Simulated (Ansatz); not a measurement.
System: GeSiH6, charge 0, singlet. GeSiH6 (SMILES [SiH3][GeH3]).
B3LYP-D3(BJ)/def2-TZVP minimum from Ansatz (an electronic-structure program):
```xyz
8

Si    -1.6012     0.1594     0.0298
Ge     0.7746    -0.0771    -0.0144
H     -2.1880    -0.7836     1.0114
H     -1.9674     1.5428     0.4160
H     -2.1661    -0.1298    -1.3096
H      1.1728    -1.5098    -0.4142
H      1.4009     0.8962    -1.0299
H      1.3783     0.2201     1.3705
```
Charge 0, spin multiplicity 1.

Total energies in def2-TZVPP, 14 correlated electrons, 19 frozen orbitals. Radicals and triplets start from unrestricted determinants; spin-orbit coupling is neglected. Correlated methods leave the cores frozen (noble-gas shells, and filled d and f shells in the p block). No relativity.

```
method    program  energy (Eh)  minus CCSDT(Q) (mEh)
--------  -------  -----------  --------------------
HF         Ansatz  -2367.79236                319.53
MP2        Ansatz  -2368.05248                 59.41
CCSD       Ansatz  -2368.10120                 10.69
CCSD(T)    Ansatz  -2368.11020                  1.69
CCSDT(Q)   Ansatz  -2368.11189                  0.00
```

Rough core times of Ansatz's runs on a shared machine: CCSD(T) under 20 s, CCSDT(Q) 40 min.
